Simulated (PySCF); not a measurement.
From one molecule to another.

First species: C8H8S.
SMILES: `C#C/C=C/C(=S)CC=C`

Second species: C3H12FPSi3.
SMILES with atom numbers: `[F:1][C@@H:2]1[SiH2:3][CH2:4][SiH2:5][CH2:6][Si@H:7]1[PH2:8]` (hydrogens: H9 on C2; H10, H11 on Si3; H12, H13 on C4; H14, H15 on Si5; H16, H17 on C6; H18 on Si7; H19, H20 on P8)

Levels: PBE0/pcSseg-1 for HOMO energy, LUMO energy and HOMO–LUMO gap. Geometries: GFN2-xTB. Each structure is a single optimised conformer of the isolated species, non-relativistic unless stated. Electronic properties by PySCF.

The conformers computed, where there is a choice (atom-mapped SMILES and torsion angles):
- `[CH:1]#[C:2]/[CH:3]=[CH:4]/[C:5](=[S:6])[CH2:7][CH:8]=[CH2:9]`: C3–C4–C5–S6 178°, C4–C5–C7–C8 73°, C5–C7–C8–C9 -127°

The conformers of `F[C@@H]1[SiH2]C[SiH2]C[Si@H]1P` aren't listed.

```
     property  column X  column Y
  HOMO energy  -7.44 eV  -6.49 eV
  LUMO energy   0.01 eV  -3.08 eV
HOMO–LUMO gap   7.45 eV   3.41 eV
```

Q: Which column belongs to which species?

A: Column X is the second species and column Y the first. The first has 17 atoms and 72 electrons, the second 20 and 96.

Q: How does each property change from the first species to the second?

A: HOMO energy -0.95 eV; LUMO energy +3.09 eV; HOMO–LUMO gap +4.04 eV.

